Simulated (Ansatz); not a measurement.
`O[SiH2]N[SiH2][SiH3]` + `C[O][Sb]([CH3])[O]C` → `C[SiH2]N[SiH2]O` + `C[O][Sb]([SiH3])[O]C`  (redistribution)

Calculated with Ansatz (gas phase, PBE0-D4/def2-TZVP geometries, no zero-point term in ΔE). CCSD(T)/CBS is the MP2 limit (def2-TZVPP, def2-QZVPP) plus CCSD(T) − MP2 in def2-TZVPP, frozen cores. DFT in def2-TZVPP. Elements past krypton have def2 core potentials. For Sb outer-core shells are correlated without core-valence functions, which leaves a few kJ/mol of doubt a bond. Each species was taken in one conformer, which may not be the lowest.

`O[SiH2]N[SiH2][SiH3]`:

```xyz
14

O    -1.969   -0.343    2.037
Si   -1.568    0.589    0.743
N    -1.170   -0.285   -0.680
Si    0.387   -0.588   -1.378
Si    2.102    0.257   -0.024
H    -1.303   -0.943    2.377
H    -0.368    1.416    1.040
H    -2.778    1.412    0.527
H    -1.948   -0.728   -1.153
H     0.606   -2.055   -1.541
H     0.502    0.005   -2.741
H     1.969   -0.235    1.375
H     2.144    1.743   -0.008
H     3.392   -0.247   -0.574
```

`C[O][Sb]([CH3])[O]C`:

Cartesian coordinates in Å:
```
C 0.527 -1.928 -0.117
O 1.474 -0.910 0.104
Sb 0.922 0.867 0.718
C -0.565 0.249 2.123
O -0.489 1.177 -0.618
C -0.124 1.598 -1.910
H -0.357 -1.564 -0.655
H 1.000 -2.705 -0.724
H 0.195 -2.385 0.823
H -0.976 1.127 2.624
H -1.362 -0.264 1.583
H -0.126 -0.416 2.869
H 0.560 2.458 -1.898
H 0.353 0.793 -2.483
H -1.032 1.901 -2.439
```

`C[SiH2]N[SiH2]O`:

Cartesian coordinates in Å:
```
C -0.523 1.837 -1.576
Si 0.050 0.126 -1.107
N 0.529 0.029 0.555
Si -0.074 -1.044 1.755
O 0.364 -2.617 1.547
H -1.380 2.140 -0.970
H 0.274 2.571 -1.430
H -0.816 1.870 -2.629
H 1.172 -0.260 -2.012
H -1.047 -0.866 -1.265
H 1.269 0.646 0.856
H 0.433 -0.520 3.053
H -1.551 -1.098 1.718
H 1.301 -2.814 1.504
```

`C[O][Sb]([SiH3])[O]C`:

```xyz
15

C    -1.191    0.865   -1.947
O     0.067    0.683   -1.343
Sb    0.448   -0.992   -0.381
Si    2.801   -0.084    0.195
O    -0.161   -0.481    1.420
C    -1.499   -0.711    1.791
H    -1.079    1.564   -2.780
H    -1.914    1.290   -1.240
H    -1.613   -0.068   -2.345
H     3.455   -0.992    1.175
H     2.660    1.277    0.769
H     3.629   -0.040   -1.040
H    -1.917   -1.623    1.341
H    -1.544   -0.822    2.878
H    -2.141    0.133    1.507
```

| level | ΔE (kcal/mol) |
| --- | --- |
| PBE0-D4 | -5.6 |
| MP2/def2-TZVPP | -5.7 |
| CCSD/def2-TZVPP | -5.2 |
| MP2/CBS(def2) | -6.3 |

What does CCSD(T)/CBS give? (An estimate is asked.)

Ansatz gave: -5.4 kcal/mol. The listed levels differ from it by -0.2, -0.3, 0.2, -0.9 kcal/mol.

Largest T1 diagnostic among the species: 0.015.

In def2-TZVPP, CCSD(T) changes the Hartree–Fock value by +3.4 kcal/mol (the triples alone add +0.3 kcal/mol) and MP2 by +2.6 kcal/mol. The D4 term adds +1.5 kcal/mol with B3LYP and +0.8 kcal/mol with PBE0; it sums over pairs of atoms, weighted by their polarisabilities, and B3LYP, whose exchange is more repulsive, gets the larger term.

B3LYP here is the variant with VWN-RPA as its local correlation; programs differ in this.
